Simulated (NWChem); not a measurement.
System: C2H4Br2; SMILES BrC(Br)C

Here is an NWChem input.

```
start job
memory heap 200 mb stack 900 mb global 1100 mb
geometry units angstroms
  C     -2.027910    -0.193948     0.000000
  C     -0.666818     0.451501     0.000000
  Br     0.330629    -0.015383    -1.600487
  Br     0.330629    -0.015383     1.600487
  H     -1.943082    -1.289563     0.000000
  H     -2.586697     0.117636    -0.895356
  H     -2.586697     0.117636     0.895356
  H     -0.716416     1.545861     0.000000
end
basis spherical
  * library 3-21g
end
dft
  xc hfexch
  iterations 150
end
driver
  maxiter 120
end
task dft optimize
task dft freq
```

Excerpt of the output:

```
             Northwest Computational Chemistry Package (NWChem) 7.3.0
             --------------------------------------------------------

 CS  symmetry detected

                             Geometry "geometry" -> ""
                             -------------------------

 Output coordinates in angstroms (scale by  1.889725989 to convert to a.u.)

  No.       Tag          Charge          X              Y              Z
 ---- ---------------- ---------- -------------- -------------- --------------
    1 C                    6.0000    -2.02032191    -0.18016919     0.00000000
    2 C                    6.0000    -0.65136078     0.44841752     0.00000000
    3 Br                  35.0000     0.34024288    -0.03075193     1.60048700
    4 Br                  35.0000     0.34024288    -0.03075193    -1.60048700
    5 H                    1.0000    -1.94903409    -1.27674845     0.00000000
    6 H                    1.0000    -2.57521740     0.13829351     0.89535600
    7 H                    1.0000    -2.57521740     0.13829351    -0.89535600
    8 H                    1.0000    -0.68743679     1.54330669     0.00000000

 Effective nuclear repulsion energy (a.u.)     475.3965787221

      Symmetry information
      --------------------

 Group name             Cs
 Group number              2
 Group order               2
 No. of unique centers     6

                                Z-matrix (autoz)
                                --------

 Units are Angstrom for bonds and degrees for angles

[...]

      ----------------------
      Optimization converged
      ----------------------

  Step       Energy      Delta E   Gmax     Grms     Xrms     Xmax
  ---- ---------------- -------- -------- -------- -------- --------
@    4   -5197.72923074 -5.8D-07  0.00003  0.00001  0.00052  0.00122
                                     ok       ok       ok       ok

                                Z-matrix (autoz)
                                --------

 Units are Angstrom for bonds and degrees for angles

[...]

 Rotational Constants
 --------------------
 A=   0.172790 cm-1  (  0.248601 K)
 B=   0.038506 cm-1  (  0.055400 K)
 C=   0.032344 cm-1  (  0.046534 K)

 Temperature                      =   298.15K
 frequency scaling parameter      =   1.0000

 Zero-Point correction to Energy  =   38.008 kcal/mol  (  0.060570 au)
 Thermal correction to Energy     =   41.168 kcal/mol  (  0.065606 au)
 Thermal correction to Enthalpy   =   41.760 kcal/mol  (  0.066549 au)

 Total Entropy                    =   77.471 cal/mol-K
   - Translational                =   41.579 cal/mol-K (mol. weight = 187.8643)
   - Rotational                   =   28.395 cal/mol-K (symmetry #  =        1)
   - Vibrational                  =    7.497 cal/mol-K

 Cv (constant volume heat capacity) =   15.864 cal/mol-K
   - Translational                  =    2.979 cal/mol-K
   - Rotational                     =    2.979 cal/mol-K
   - Vibrational                    =    9.905 cal/mol-K

[normal modes left out]

 ----------------------------------------------------------------------------
 Normal Eigenvalue ||           Projected Infra Red Intensities
  Mode   [cm**-1]  || [atomic units] [(debye/angs)**2] [(KM/mol)] [arbitrary]
 ------ ---------- || -------------- ----------------- ---------- -----------
    1        0.000 ||    0.000007           0.000         0.007       0.006
    2        0.000 ||    0.000159           0.004         0.155       0.124
    3        0.000 ||    0.000158           0.004         0.154       0.123
    4        0.000 ||    0.000187           0.004         0.182       0.146
    5        0.000 ||    0.000181           0.004         0.176       0.141
    6        0.000 ||    0.001945           0.045         1.896       1.516
    7      177.061 ||    0.000183           0.004         0.179       0.143
    8      276.618 ||    0.000355           0.008         0.346       0.277
    9      305.140 ||    0.000469           0.011         0.457       0.365
   10      357.047 ||    0.004049           0.093         3.947       3.157
   11      562.763 ||    0.007779           0.179         7.584       6.066
   12      689.852 ||    0.086180           1.988        84.013      67.198
   13     1051.644 ||    0.009497           0.219         9.258       7.405
   14     1170.206 ||    0.000507           0.012         0.494       0.395
   15     1198.818 ||    0.032032           0.739        31.226      24.976
   16     1309.285 ||    0.105034           2.423       102.392      81.899
   17     1426.532 ||    0.015521           0.358        15.131      12.103
   18     1588.694 ||    0.008838           0.204         8.616       6.892
   19     1652.640 ||    0.009406           0.217         9.170       7.334
   20     1655.292 ||    0.002306           0.053         2.248       1.798
   21     3216.140 ||    0.010259           0.237        10.001       8.000
   22     3280.482 ||    0.005460           0.126         5.323       4.258
   23     3300.609 ||    0.005155           0.119         5.026       4.020
   24     3380.950 ||    0.002128           0.049         2.075       1.660
 ----------------------------------------------------------------------------
```

Level: Hartree-Fock/3-21G. This build's default masses of Se (78.918 u) and Br (79.917 u) are each other's, which moves their modes by up to 0.6 %.
